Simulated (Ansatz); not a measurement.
`C#C[SiH]1CS1` + HCl → `Cl[SiH]1CS1` + `C#C` at 600 K and 1 bar (ligand exchange at the Si–C bond).

Gas-phase electronic energies from Ansatz, PBE0-D4/def2-TZVP geometries. CBS: MP2 limit from def2 TZ/QZ plus the TZ coupled-cluster correction, frozen cores. This one scheme is used for every species.

| species | CCSD(T)/CBS energy (Eh) | H − E (kJ/mol) | S (J/(mol·K)) |
| --- | --- | --- | --- |
| `C#C[SiH]1CS1` | -803.36309 | 204.3 | 413.2 |
| HCl | -460.38127 | 35.4 | 207.2 |
| `Cl[SiH]1CS1` | -1186.53914 | 147.5 | 377.7 |
| `C#C` | -77.22717 | 96.2 | 235.4 |

H − E and S are ideal-gas, rigid-rotor, harmonic terms from PBE0-D4/def2-TZVP, for one conformer and one mirror image of each species. 1 Eh = 2625.50 kJ/mol, R = 8.31446 J/(mol·K).

Question: By hand: ΔE, ΔH, ΔS and ΔG.

Answer: ΔE = (-1186.53914) + (-77.22717) − (-803.36309) − (-460.38127) = -0.02195 Eh = -57.6 kJ/mol. Δ(H − E) = 147.5 + 96.2 − 204.3 − 35.4 = 4.0, so ΔH = -53.6 kJ/mol. ΔS = 377.7 + 235.4 − 413.2 − 207.2 = -7.3 J/(mol·K). ΔG = -53.6 − 600 × (-7.3)/1000 = -49.2 kJ/mol.

Question: By hand: the equilibrium constant, and the temperature at which ΔG would vanish if ΔH and ΔS stayed fixed.

Answer: log₁₀ K = −ΔG/(RT ln 10) = 4.3. ΔG = 0 at ΔH/ΔS = 7342 K, far beyond where these terms or the molecules hold.

The number of gas molecules stays the same, so ΔS is small and ΔH decides. A doubt of 5 kJ/mol in ΔE shifts log₁₀ K by 0.4 here. Other conformers and mirror images would add mixing entropy, several J/(mol·K) or more a flexible species. These are equilibria of isolated gas molecules and say nothing of rates. Largest T1 diagnostic: 0.013 (customary marks: 0.02 for closed shells, 0.045 for open ones).
